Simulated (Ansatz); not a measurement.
BGeH5OSi, SMILES `[GeH3][SiH]1BO1`. Total charge 0; spin multiplicity 1.

```xyz
9

Ge   -1.4443    0.2660   -0.7768
Si    0.8297    0.2940   -0.1000
B     1.4952   -0.3479    1.5672
O     1.3347   -1.2502    0.5949
H    -1.6521   -0.6381   -2.0034
H    -2.3187   -0.2416    0.3793
H    -1.8822    1.6938   -1.1440
H     1.7517    0.6727   -1.2034
H     1.8861   -0.4487    2.6862
```

Question: What are the harmonic wavenumbers in cm⁻¹ at PBE0-D4/def2-TZVP (Ansatz, finite differences of forces, unscaled)? (An estimate is asked.)

Answer: Computed: 77, 131, 174, 335, 457, 467, 554, 618, 728, 742, 766, 816, 877, 881, 973, 1340, 2144, 2152, 2161, 2213, 2689.

Question: Is this a minimum?

Answer: Yes, all 21 modes are real.

Question: Give the ideal-gas thermochemistry at 298.15 K and 1 bar (rigid rotor, harmonic oscillator; point group C1, symmetry number 1).

Answer: Zero-point energy 127.4 kJ/mol; H(298) − E = 147.3 kJ/mol; entropy 342.3 J/(mol·K), of which translation 169.8, rotation 112.2, vibration 60.3; G(298) − E = 45.3 kJ/mol. Modes under 100 cm⁻¹ are hindered rotations or soft bends, so the harmonic entropy is rough.

Question: And at 400, 500, 600, 800 and 1000 K?

Answer: 
| T (K) | H − E (kJ/mol) | S (J/mol/K) | G − E (kJ/mol) |
| --- | --- | --- | --- |
| 400 | 158.8 | 375.3 | 8.7 |
| 500 | 171.7 | 404.0 | -30.3 |
| 600 | 185.8 | 429.8 | -72.0 |
| 800 | 216.9 | 474.4 | -162.6 |
| 1000 | 250.7 | 512.1 | -261.3 |
